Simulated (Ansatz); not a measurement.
Geometry optimisation, RKS PBE-D4/def2-SVP (Ansatz).

Input:

```yaml
crystal:
  periodic: [false, false, false]
  atoms:
    - { symbol: C, position_ang: [-1.4945, -0.45218, 0.304] }
    - { symbol: W, position_ang: [0.30226, 0.457, -0.54128] }
    - { symbol: "N", position_ang: [1.86645, -0.08317, 0.47444] }
    - { symbol: S, position_ang: [0.25439, -0.22181, -2.61391] }
    - { symbol: S, position_ang: [-0.16557, 2.58567, -0.48072] }
    - { symbol: H, position_ang: [-2.37447, -0.17696, -0.30461] }
    - { symbol: H, position_ang: [-1.45643, -1.55502, 0.32171] }
    - { symbol: H, position_ang: [-1.70588, -0.11594, 1.33365] }
    - { symbol: H, position_ang: [2.29082, 0.43718, 1.25147] }
    - { symbol: H, position_ang: [2.48293, -0.87478, 0.25526] }
basis:
  gaussian: { orbitals: def2-SVP }
hamiltonian:
  xc: pbe
  dispersion: d4
relax:
  f_tol: 0.015
  max_steps: 40
output:
  orbitals: {}
```

Run as:

```bash
$ ansatz run input.yaml --threads 2 --pin off --max-ram 3072MiB --backend cpu --events-out ev --progress --plain --runs-dir out
```

Problem. Where does it end, and by what steps?

Solution. The forces met the threshold. After 5 steps the energy has fallen by 0.125 eV; H8 moved furthest, 0.13 Å.

```json
{"step": "0", "energy less start (eV)": "0.0000", "largest force component (eV/Å)": "1.249", "accepted": "yes"}
{"step": "1", "energy less start (eV)": "-0.0803", "largest force component (eV/Å)": "0.806", "accepted": "yes"}
{"step": "2", "energy less start (eV)": "-0.1194", "largest force component (eV/Å)": "0.401", "accepted": "yes"}
{"step": "3", "energy less start (eV)": "-0.1202", "largest force component (eV/Å)": "0.498", "accepted": "yes"}
{"step": "4", "energy less start (eV)": "-0.1248", "largest force component (eV/Å)": "0.042", "accepted": "yes"}
{"step": "5", "energy less start (eV)": "-0.1249", "largest force component (eV/Å)": "0.012", "accepted": "yes"}
```

```xyz
10
Properties=species:S:1:pos:R:3
C -1.465 -0.444 0.298
W 0.239 0.460 -0.566
N 1.764 -0.100 0.486
S 0.317 -0.277 -2.588
S -0.110 2.582 -0.442
H -2.378 -0.158 -0.264
H -1.362 -1.550 0.270
H -1.577 -0.111 1.351
H 2.181 0.466 1.234
H 2.391 -0.868 0.220
```

Whether the end is a true minimum wasn't checked by a vibrational analysis.

Time of the run: 38 s on 2 threads of Arm Neoverse N1, with other jobs on the host, peak memory 0.18 GiB.
